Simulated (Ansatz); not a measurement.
Born–Oppenheimer molecular dynamics of ClGeH₃O (6 atoms, charge 0, multiplicity 1). It starts from a relaxed structure.

These are results of Ansatz 0.2.0, RHF/def2-SVP, not measurements.

```json
{
 "ensemble": "NVE (velocity Verlet)",
 "time step": "0.5 fs",
 "steps asked": "150",
 "starting velocities drawn for": "2000 K",
 "masses": "H 2.014 u",
 "seed": "409318"
}
```

First frame:

```xyz
6
Properties=species:S:1:pos:R:3
Ge 0.000 -0.063 -0.028
O -0.021 -0.122 1.720
H -0.857 -0.073 2.158
H 1.455 0.055 -0.441
Cl -1.057 1.717 -0.673
H -0.744 -1.249 -0.631
```

(1) How far do the bonds stretch over the last three quarters of this one trajectory? (Pairs bonded in most of those frames.)

## Answers

(1) 
```csv
bond,mean (Å),spread (Å),shortest,longest
Ge1–O2,1.755,0.010,1.74,1.77
Ge1–H4,1.535,0.039,1.47,1.60
Ge1–Cl5,2.185,0.035,2.13,2.23
Ge1–H6,1.540,0.106,1.39,1.70
O2–H3,0.966,0.076,0.85,1.07
```

Mean temperature of the second half: 990 K. The conserved energy stayed within 1.6 meV per atom of its start (net change 0.58 meV per atom), so the integration is sound. The temperature averaged 0.50 of the 2000 K drawn at the start: a run that starts near a minimum puts about half its kinetic energy into the potential. A run of 0.075 ps of so small a system gives no equilibrium averages.

Run time: 100 s on 1 thread of AMD EPYC 9R45 96-Core Processor (Zen 5), on a shared host, peak memory 0.16 GiB.
